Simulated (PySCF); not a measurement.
C3H12B2N2.
Z-matrix (Å and degrees, PBE0-D3(BJ)/def2-SVP geometry), rows numbered from 1:
```
C 
C   1  1.3378
B   2  1.5884  1  127.35
N   3  1.5890  2  114.52  1    11.91
B   4  1.6057  3   87.85  2   119.71
C   5  1.5978  4  113.05  3  -119.49
N   3  1.6027  2  112.67  1   116.15
H   1  1.0985  2  122.16  3     0.57
H   1  1.0952  2  122.95  3   179.48
H   2  1.1010  1  116.23  3  -179.57
H   3  1.2223  2  114.43  1  -117.53
H   4  1.0187  3  114.43  2     4.24
H   4  1.0152  3  115.34  2  -122.71
H   5  1.2221  4  109.98  3   108.70
H   6  1.1056  5  112.64  4    51.07
H   6  1.1030  5  111.41  4   -69.48
H   6  1.1029  5  111.48  4   171.67
H   7  1.0181  3  114.88  2    -5.52
H   7  1.0153  3  115.35  2   121.93
```

The closed-shell ground state was solved at several levels (PySCF, density fitting, gas phase, non-relativistic).

```json
{"level": "B3LYP/pcJ-1", "basis functions": "309", "HOMO (eV)": "-6.89", "LUMO (eV)": "0.06", "gap (eV)": "6.95", "dipole (D)": "0.32"}
{"level": "CAM-B3LYP/def2-SVPD", "basis functions": "236", "HOMO (eV)": "-8.49", "LUMO (eV)": "0.80", "gap (eV)": "9.29", "dipole (D)": "0.29"}
{"level": "mPW1PW91/pcSseg-1", "basis functions": "179", "HOMO (eV)": "-7.15", "LUMO (eV)": "0.29", "gap (eV)": "7.44", "dipole (D)": "0.32"}
```

Question: What might PBE0/pcSseg-1 (179 basis functions) give for the same quantities?

Answer: HOMO -7.12 eV, LUMO 0.30 eV, gap 7.42 eV, dipole 0.33 D.

Question: Over all these levels, which gives the widest orbital gap and which the narrowest?

Answer: CAM-B3LYP/def2-SVPD (range-separated hybrid) has the widest, 9.29 eV, and B3LYP/pcJ-1 (global hybrid, 20 % exact exchange) the narrowest, 6.95 eV. Functional and basis both differ between the two, so the spread mixes both effects.

Question: How far do the dipole and the HOMO energy spread over the levels?

Answer: The dipole runs from 0.29 to 0.33 D (mean 0.32 D) and the HOMO from -8.49 to -6.89 eV.

One conformer stands for the species.
